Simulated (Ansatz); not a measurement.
`CC(F)(F)C(F)CF` + H–F → `FCC(F)F` + `CC(F)F`  (substitution at a C–C bond)

Computed with Ansatz on PBE0-D4/def2-TZVP structures; ΔE is electronic, products minus reactants. CBS: MP2 limit from def2 TZ/QZ plus the TZ coupled-cluster correction, frozen cores. This one scheme is used for every species. Functionals use def2-TZVPP. One conformer a species, not always the lowest.

| species | revPBE-D4 energy (Eh) |
| --- | --- |
| `CC(F)(F)C(F)CF` | -555.49220 |
| H–F | -100.45779 |
| `FCC(F)F` | -377.59047 |
| `CC(F)F` | -278.35176 |

Question: Work out ΔE.

Answer: ΔE = (-377.59047) + (-278.35176) − (-555.49220) − (-100.45779) = 0.00776 Eh = +4.9 kcal/mol. CCSD(T)/CBS gives +7.4 kcal/mol.

Largest T1 diagnostic among the species: 0.011.

From BLYP to BHLYP (50 % exact exchange), in def2-TZVPP and without D4, ΔE moves by +2.1 kcal/mol. In def2-TZVPP, CCSD(T) changes the Hartree–Fock value by +7.7 kcal/mol (the triples alone add +0.8 kcal/mol) and MP2 by +9.2 kcal/mol. The D4 term adds +3.0 kcal/mol with B3LYP and +1.7 kcal/mol with PBE0; it sums over pairs of atoms, weighted by their polarisabilities, and B3LYP, whose exchange is more repulsive, gets the larger term.

B3LYP here is the variant with VWN-RPA as its local correlation; programs differ in this.
